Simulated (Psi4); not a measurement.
A dimer, F4Si ··· Cl2 (SMILES F[Si](F)(F)F and ClCl); the first 5 atoms form monomer A.

```
7

F      1.5253    -0.1526    -0.3281
Si     0.0002    -0.0002     0.0001
F     -0.3297     1.5098     0.2602
F     -0.8493    -0.5186    -1.2107
F     -0.3465    -0.8384     1.2785
Cl    -1.1572    -3.9617    -0.2765
Cl     0.7920    -3.5961    -0.6246
```

**Question.** What interaction energy does SAPT0/jun-cc-pVDZ, frozen core (Psi4) give, and which attractive term is the largest?

**Answer.** Total -0.29 kcal/mol: electrostatics -0.87, exchange 1.90, induction -0.18, dispersion -1.14. The most attractive term is dispersion.
